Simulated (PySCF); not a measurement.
## A series of related molecules

Method used: PySCF 2.14.0, TDDFT BHandHLYP/def2-SVPD circular dichroism and optical rotation, one conformer, gas phase. Geometry: GFN2-xTB.

Each molecule in one low-energy conformer. The parent is C=C1C[C@@H](C)[C@H](Cl)[SiH2]1.

**Question.** How does the specific rotation at 589.3 nm (origin-invariant length gauge) change along this series?
- C=C1C[C@@H](C)[C@H](Cl)[SiH2]1 (base)
- C=C1C[C@H](C)[C@H](Cl)[SiH2]1 (diastereomer)

**Answer.** 
| molecule | [α]589 (deg dm⁻¹ (g/mL)⁻¹) | S1 (eV) | R(S1), velocity form (10⁻⁴⁰ esu² cm²) |
| --- | --- | --- | --- |
| C=C1C[C@@H](C)[C@H](Cl)[SiH2]1 | +92.1 | 6.46 | +40.9 |
| C=C1C[C@H](C)[C@H](Cl)[SiH2]1 | +74.6 | 6.46 | +51.6 |

The specific rotation at 589.3 nm (origin-invariant length gauge) is lowest for C=C1C[C@H](C)[C@H](Cl)[SiH2]1 and highest for C=C1C[C@@H](C)[C@H](Cl)[SiH2]1.
